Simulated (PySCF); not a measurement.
Atom-mapped SMILES (the numbers label the heavy atoms): `[CH3:1][NH+:2]([CH3:3])[BH2-:4][NH2:5]`. Each H is labelled by its parent atom.

Geometry: PBE0-D3(BJ)/def2-SVP; GIAO absolute shieldings from PySCF 2.14, gas phase, non-relativistic, averaged over equivalent atoms.

At PBE0/def2-SVP (125 basis functions, 9.8 s wall time on 1 thread of an Arm Neoverse V2, shared host):
| atoms | σ (ppm) |
| --- | --- |
| C1/C3 | 157.7 |
| N2 | 209.8 |
| N5 | 252.3 |
| B4 | 116.5 |
| H(B4) | 28.88 |
| H(C1)/H(C3) | 29.15 |
| H(N2) | 30.04 |
| H(N5) | 31.29 |

Predict the values at PBE/pcSseg-1 on the same geometry.

Answers


```json
{"atoms": "C1/C3", "σ at PBE/pcSseg-1": "142.1", "change": "-15.6"}
{"atoms": "N2", "σ at PBE/pcSseg-1": "185.6", "change": "-24.2"}
{"atoms": "N5", "σ at PBE/pcSseg-1": "235.0", "change": "-17.3"}
{"atoms": "B4", "σ at PBE/pcSseg-1": "102.4", "change": "-14.1"}
{"atoms": "H(B4)", "σ at PBE/pcSseg-1": "28.61", "change": "-0.27"}
{"atoms": "H(C1)/H(C3)", "σ at PBE/pcSseg-1": "28.82", "change": "-0.33"}
{"atoms": "H(N2)", "σ at PBE/pcSseg-1": "29.92", "change": "-0.12"}
{"atoms": "H(N5)", "σ at PBE/pcSseg-1": "30.90", "change": "-0.39"}
```

The largest change is at N2 (donor nitrogen of a Lewis adduct). Cost: 140 basis functions, 20 s wall time on 1 thread of an Arm Neoverse V1, shared host.
